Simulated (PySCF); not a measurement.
disilicic acid (H6O7Si2), singlet, geometry from GFN2-xTB, with bond 10-1 at 1.6 times its length; SVWN5/STO-3G in PySCF.

Here is a job for PySCF.
```python
from pyscf import gto, scf, dft

mol = gto.Mole()
mol.atom = '''
    O     2.794806    0.383544    0.452986
    Si    1.396571   -0.425781    0.360053
    O     1.408270   -1.476048   -0.865582
    O     1.178405   -1.214469    1.754064
    O     0.206106    0.677754    0.120164
    Si   -1.335717    0.527135   -0.326687
    O    -1.774083    1.900231   -1.079307
    O    -1.431485   -0.798978   -1.270158
    O    -2.370535    0.294511    0.896270
    H     3.323927    1.083881   -0.792844
    H     0.548543   -1.734278   -1.198057
    H     1.347391   -0.758419    2.573480
    H    -1.173091    2.299273   -1.701459
    H    -2.296899   -1.173921   -1.412719
    H    -2.495262    0.994772    1.529795
'''
mol.basis = 'sto-3g'
mol.charge = 0
mol.spin = 0
mol.verbose = 4
mol.build()

mf = dft.RKS(mol)
mf.xc = 'lda,vwn'
mf.diis_space = 2
mf.kernel()
```

What the program printed (banner, timings and long lists left out):

```
PySCF version 2.14.0

[INPUT] verbose = 4
[INPUT] num. atoms = 15
[INPUT] num. electrons = 90
[INPUT] charge = 0
[INPUT] spin (= nelec alpha-beta = 2S) = 0
[INPUT] symmetry False subgroup None
[INPUT] Mole.unit = angstrom
[INPUT] Symbol           X                Y                Z      unit          X                Y                Z       unit  Magmom
[...]
nuclear repulsion = 743.889947825988
number of shells = 37
number of NR pGTOs = 177
number of NR cGTOs = 59
basis = sto-3g
ecp = {}

******** <class 'pyscf.dft.rks.RKS'> ********
method = RKS
initial guess = minao
damping factor = 0
level_shift factor = 0
DIIS = <class 'pyscf.scf.diis.CDIIS'>
diis_start_cycle = 1
diis_space = 2
diis_damp = 0
SCF conv_tol = 1e-09
SCF conv_tol_grad = None
SCF max_cycles = 50
direct_scf = True
direct_scf_tol = 1e-13
XC library pyscf.dft.libxc version 7.1.2
    S. Lehtola, C. Steigemann, M. J. T. Oliveira, and M. A. L. Marques,  SoftwareX 7, 1–5 (2018)
XC functionals = lda,vwn
    P. A. M. Dirac,  Math. Proc. Cambridge Philos. Soc. 26, 376 (1930)
    F. Bloch,  Z. Phys. 57, 545 (1929)
    S. H. Vosko, L. Wilk, and M. Nusair,  Can. J. Phys. 58, 1200 (1980)
radial grids:
    Treutler-Ahlrichs [JCP 102, 346 (1995); DOI:10.1063/1.469408] (M4) radial grids

becke partition: Becke, JCP 88, 2547 (1988); DOI:10.1063/1.454033
pruning grids: <function nwchem_prune>
grids dens level: 3
symmetrized grids: False
atomic radii adjust function: <function treutler_atomic_radii_adjust>
small_rho_cutoff = 0
Set gradient conv threshold to 3.16228e-05
Initial guess from minao.
tot grids = 195784
init E= -1090.51226821844
[...]
cycle= 1 E= -1088.08678823961  delta_E= 2.43  |g|= 1.46  |ddm|= 5.04
[...]
cycle= 2 E= -1087.31518473709  delta_E= 0.772  |g|= 1.92  |ddm|= 5.24
[...]
cycle= 3 E= -1088.67894039424  delta_E= -1.36  |g|= 0.701  |ddm|= 3.89
[...]
cycle= 4 E= -1088.49969667348  delta_E= 0.179  |g|= 1.04  |ddm|= 2.47
[...]
cycle= 5 E= -1088.87676270934  delta_E= -0.377  |g|= 0.184  |ddm|= 1.41
[...]
cycle= 6 E= -1088.8439676588  delta_E= 0.0328  |g|= 0.33  |ddm|= 0.782
[...]
cycle= 7 E= -1088.88905606009  delta_E= -0.0451  |g|= 0.0263  |ddm|= 0.551
[...]
cycle= 8 E= -1088.88906074099  delta_E= -4.68e-06  |g|= 0.0282  |ddm|= 0.0924
[...]
cycle= 9 E= -1088.88917527944  delta_E= -0.000115  |g|= 0.0211  |ddm|= 0.0582
[...]
cycle= 10 E= -1088.88824041146  delta_E= 0.000935  |g|= 0.0527  |ddm|= 0.106
[...]
cycle= 11 E= -1088.88928801188  delta_E= -0.00105  |g|= 0.0136  |ddm|= 0.0853
[...]
[...]
[...]
cycle= 22 E= -1088.8888912521  delta_E= 0.000397  |g|= 0.0357  |ddm|= 0.0698
[...]
cycle= 23 E= -1088.88926026384  delta_E= -0.000369  |g|= 0.0154  |ddm|= 0.0624
[...]
cycle= 24 E= -1088.88913492989  delta_E= 0.000125  |g|= 0.0253  |ddm|= 0.0621
[...]
cycle= 25 E= -1088.88923201653  delta_E= -9.71e-05  |g|= 0.0178  |ddm|= 0.0504
[...]
cycle= 26 E= -1088.88858577208  delta_E= 0.000646  |g|= 0.0444  |ddm|= 0.0862
[...]
cycle= 27 E= -1088.88927933383  delta_E= -0.000694  |g|= 0.0147  |ddm|= 0.0728
[...]
cycle= 28 E= -1088.8889906144  delta_E= 0.000289  |g|= 0.0327  |ddm|= 0.0694
[...]
cycle= 29 E= -1088.88920349258  delta_E= -0.000213  |g|= 0.0194  |ddm|= 0.0624
[...]
cycle= 30 E= -1088.88897589141  delta_E= 0.000228  |g|= 0.0326  |ddm|= 0.0762
[...]
cycle= 31 E= -1088.88921721529  delta_E= -0.000241  |g|= 0.0194  |ddm|= 0.0606
[...]
cycle= 32 E= -1088.88824661482  delta_E= 0.000971  |g|= 0.0535  |ddm|=  0.1
[...]
cycle= 33 E= -1088.88924620304  delta_E= -0.001  |g|= 0.0176  |ddm|= 0.0877
[...]
cycle= 34 E= -1088.88900379722  delta_E= 0.000242  |g|= 0.033  |ddm|= 0.0755
[...]
cycle= 35 E= -1088.88912377435  delta_E= -0.00012  |g|= 0.0241  |ddm|= 0.0669
[...]
cycle= 36 E= -1088.88858608596  delta_E= 0.000538  |g|= 0.0455  |ddm|= 0.0989
[...]
cycle= 37 E= -1088.88919834236  delta_E= -0.000612  |g|= 0.0213  |ddm|= 0.0788
[...]
cycle= 38 E= -1088.88809471257  delta_E= 0.0011  |g|= 0.058  |ddm|= 0.11
[...]
cycle= 39 E= -1088.88917036942  delta_E= -0.00108  |g|= 0.0225  |ddm|= 0.0988
[...]
cycle= 40 E= -1088.88890455603  delta_E= 0.000266  |g|= 0.0376  |ddm|= 0.0893
[...]
cycle= 41 E= -1088.88904190846  delta_E= -0.000137  |g|= 0.0284  |ddm|= 0.0757
[...]
cycle= 42 E= -1088.88776226393  delta_E= 0.00128  |g|= 0.0647  |ddm|= 0.13
[...]
cycle= 43 E= -1088.8891718087  delta_E= -0.00141  |g|= 0.0237  |ddm|= 0.106
[...]
cycle= 44 E= -1088.88819319952  delta_E= 0.000979  |g|= 0.0574  |ddm|= 0.115
[...]
cycle= 45 E= -1088.88903541584  delta_E= -0.000842  |g|= 0.0291  |ddm|= 0.105
[...]
cycle= 46 E= -1088.88861011758  delta_E= 0.000425  |g|= 0.0474  |ddm|= 0.111
[...]
cycle= 47 E= -1088.88898737511  delta_E= -0.000377  |g|= 0.0315  |ddm|= 0.0895
[...]
cycle= 48 E= -1088.88655415017  delta_E= 0.00243  |g|= 0.0856  |ddm|= 0.162
[...]
cycle= 49 E= -1088.88911921854  delta_E= -0.00257  |g|= 0.0271  |ddm|= 0.137
[...]
cycle= 50 E= -1088.88834038213  delta_E= 0.000779  |g|= 0.0557  |ddm|= 0.121
SCF not converged.
SCF energy = -1088.88834038213
```

Convergence was not reached.
